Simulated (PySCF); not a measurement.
**NMR problem set**

Theoretical values (PySCF 2.14): shieldings: GIAO PBE0/pcSseg-1, geometry from GFN2-xTB. Non-relativistic, fast rotation and ring inversion assumed for equivalent nuclei, in vacuum, single conformer.

δ = σ(ref) − σ, references computed at the same level: ¹H, ¹³C vs TMS. Splittings of carbon signals by F and P are missing where no couplings were computed. Where no couplings were computed, multiplicities follow the n + 1 count of equivalent neighbours, and m marks all less simple cases (inequivalent or close neighbours, rings, F or P nearby). Shifts are as computed. Against solution values, carbons near 30 ppm lie about +3 ppm off and those near 130 ppm about +5 ppm. Of 1211 compounds with measured shifts, 218 miss one by over three times the rms of a fit or turn the order of signals round; such compounds aren't used in these exercises.

Task: C5H5F3O. ¹H NMR (300 MHz, computed): δ 5.43 (m, 1H), 2.74 (m, 1H), 2.43 (m, 1H), 2.20 (m, 1H), 2.03 (m, 1H). ¹³C{¹H} NMR (computed): δ 170.2 (C), 99.6 (C), 96.2 (CH), 25.3 (CH2), 22.7 (CH2). What is it?

Result: SMILES O=C(F)[C@@]1(F)CC[C@H]1F. Rings plus π bonds: 2 (1 ring in the answer). 5 carbon signals for 5 carbons: no two carbons are equivalent. Carbon types of the structure: 2 × C, 1 × CH, 2 × CH2, which accounts for all hydrogens. δC 170.2: carbonyl carbon. δC 99.6: fully substituted sp3 carbon bonded to F, α to a carbonyl; deshielded by the electronegative neighbour. δC 96.2: sp3 CH bonded to F; deshielded by the electronegative neighbour. δH 5.43: hydrogen on an sp3 CH bonded to F; its carbon carries F, which withdraws density.

The data come from this structure; uniqueness wasn't tested.

Task: C5H5F3O. ¹H NMR (600 MHz, computed): δ 7.09 (m, 1H), 6.98 (m, 1H), 6.45 (m, 1H), 6.16 (m, 1H), 5.79 (m, 1H). ¹³C{¹H} NMR (computed): δ 149.7, 146.6, 130.3, 123.7, 121.9. What is it?

Result: `C=C/C(=C\F)OC(F)F`. Rings plus π bonds: 2 (no ring in the answer). 5 carbon signals for 5 carbons: no two carbons are equivalent. Carbon types of the structure: 1 × C, 3 × CH, 1 × CH2, which accounts for all hydrogens. δC 149.7: alkene carbon bearing oxygen; an sp2 carbon further deshielded by the attached heteroatom. δC 130.3: alkene CH; the olefinic region. δC 123.7: terminal =CH2 carbon; the olefinic region. δC 121.9: sp3 CH bonded to 2 F and O; 3 electronegative neighbours deshield it.

This is the structure that produced the data.
